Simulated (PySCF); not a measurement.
# Ionising KRb

r²SCAN; PySCF, scalar-relativistic core potentials, basis sets K def2-SVP, Rb def2-SVP with ECP28. Neutral (UKS): singlet (closed shell), Re = 4.225 Å, ωe = 71.8 cm⁻¹, De = 0.36 eV, HOMO -2.46 eV, LUMO -1.46 eV.

KRb⁺ (UKS): doublet (σ ↑), Re = 4.756 Å, ωe = 53.0 cm⁻¹, De = 0.69 eV to K + Rb⁺. The energies at the minima are -623.90434 hartree for KRb and -623.76630 for KRb⁺.

Task: Work out the adiabatic ionisation energy, without and with harmonic zero-point energies (1 hartree = 27.2114 eV, 1 eV = 8065.5 cm⁻¹), and the change of the bond length.

Result: At r²SCAN: 0.13804 hartree = 3.756 eV between the minima; the zero-point term (53.0 − 71.8)/2 cm⁻¹ = -0.001 eV makes it 3.755 eV. Re changes by +53.1 pm against the neutral. Minus the HOMO energy is 2.46 eV, -1.30 eV from the value between the minima; self-interaction puts the Kohn–Sham level too high, less so with exact exchange. The electron leaves a σ orbital, and the longer bond of the ion fits a bonding orbital, or a change in how ionic the bond is.

Closed-shell solutions of metal pairs were not tested for spin polarisation, which can lower them a little. Weak bonds: KRb. Basis-set superposition, not corrected here, can be much of De in a small basis, most of all at correlated wavefunction levels. Spin–orbit coupling is left out. For an ion De counts to the pair picked by the measured ionisation energies or electron affinities, which need not be the lowest pair at this level. States were picked by a PBE0 search and need not be the measured ground states.
